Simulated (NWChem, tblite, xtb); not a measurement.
## BSiN2H7O (SMILES NB(N)O[SiH3]): the dipole moment, rung by rung

The species is BSiN2H7O (12 atoms), meant as a singlet with charge 0. SMILES: `NB(N)O[SiH3]`. The coordinates come from a PBE0-D4/def2-TZVP relaxation.

Each level gives the dipole moment (D). The values are calculated.

| level | kind | program | value (D) |
| --- | --- | --- | --- |
| GFN2-xTB | semi-empirical | tblite | 2.16 |
| GFN0-xTB | semi-empirical | xtb | 2.14 |
| GFN1-xTB | semi-empirical | xtb | 2.92 |
| IPEA1-xTB | semi-empirical | tblite | 3.09 |
| HF/STO-3G | Hartree–Fock | NWChem | 0.93 |
| HF/3-21G | Hartree–Fock | NWChem | 1.72 |
| B3LYP/6-31G* (spherical functions) | global hybrid | NWChem | 1.72 |
| B3LYP/6-31G* (Cartesian functions) | global hybrid | NWChem | 1.72 |
| PBE0/def2-SVP | global hybrid | NWChem | 1.82 |

The values span 0.93 to 3.09 D. Magnitudes only. Sets without polarisation functions give poor dipoles.
